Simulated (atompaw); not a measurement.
**germanium (Ge): one change to a PAW (atompaw) potential, before and after**

```
Element                 : germanium (Ge)
Generator               : atompaw 4.2.0.5
Type                    : PAW
Functional              : LDA (PW92)
Relativity              : scalar-relativistic
Frozen core             : [Ar] 3d10
Valence charge          : 4
Reference configuration : 4s1.75 4p2.25
Partial waves           : 4s (bound): rc 2.30 bohr; 4s channel at -0.45 Ry: rc 2.30 bohr; 4p (bound): rc 2.30 bohr; 4p channel at 2.2 Ry: rc 2.30 bohr; 4d channel at 0.2 Ry: rc 2.30 bohr; 4d channel at 2.1 Ry: rc 2.30 bohr
Local potential         : ultrasoft scheme with l = 3 at -0.5 Ry, radius 2.20 bohr
Core correction         : smooth core density matched at 1.60 bohr
Augmentation charge     : sinc compensation charge, radius 1.70 bohr; PAW radius 2.30 bohr; waves and projectors: custom rrkj gramschmidtortho
```

Change: reference 4s1 4p0.

Cutoffs: the cutoffs (Ry, on a coarse ladder) from which the occupation-weighted sum of valence levels, in a spherical-Bessel basis at the reference potential, stays within 10 and 1 mRy of its value at 400 Ry; they do not see the model core or the augmentation charge, which bear on the density cutoff.

Question: What does the change do?

Answer: Both files are very soft, the changed one slightly softer (loose and tight cutoff 8 and 12 Ry → 6 and 8 Ry on this coarse ladder); the range in which the s phases agree narrows (upper end 3.1 → 1.6); the range in which the p phases agree narrows (upper end at the end of the scan → 3.6); neither file shows a bound ghost.

```csv
quantity,base,changed
"cutoff, loose",8 Ry,6 Ry
"cutoff, tight",12 Ry,8 Ry
bound ghosts,none,none
s: phases at 2.31 bohr within 0.05 rad from the reference energy up to (Ry; the scan ends near 5),3.1,1.6
p: phases at 2.31 bohr within 0.05 rad from the reference energy up to (Ry; the scan ends near 5),to the end of the scan,3.6
d: phases at 2.31 bohr within 0.05 rad from the reference energy up to (Ry; the scan ends near 5),3.4,to the end of the scan
lowest overlap eigenvalue by channel,"s 0.39, p 0.63, d 0.95","s 0.41, p 0.55, d 0.84"
```

Changed file: The cutoffs count occupied waves only; the empty 4p level needs 10 Ry at the loose tolerance. The cutoffs see the waves, projectors and local potential, not the compensation charge or the core.
